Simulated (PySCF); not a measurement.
Ligand exchange on a metal centre used in film growth or etching (Ta Cl-NH2). All species are isolated molecules in the gas phase. One relaxed conformer stands for each flexible species; it need not be the lowest.

Quantity: redistribution energy (mixed species minus the weighted end members), in kcal/mol.

A: 3 of 5 Cl replaced by NH2: [Ta(Cl)2(NH2)3]
B: 4 of 5 Cl replaced by NH2: [Ta(Cl)(NH2)4]
C: 2 of 5 Cl replaced by NH2: [Ta(Cl)3(NH2)2]

Question: Order them by redistribution energy (mixed species minus the weighted end members) (lowest first) at the level B3LYP-D3(BJ)/def2-TZVP // r2SCAN-D4/def2-SVP (PySCF).

Answer: A (-12.7 kcal/mol), C (-12.1 kcal/mol), B (-10.7 kcal/mol)
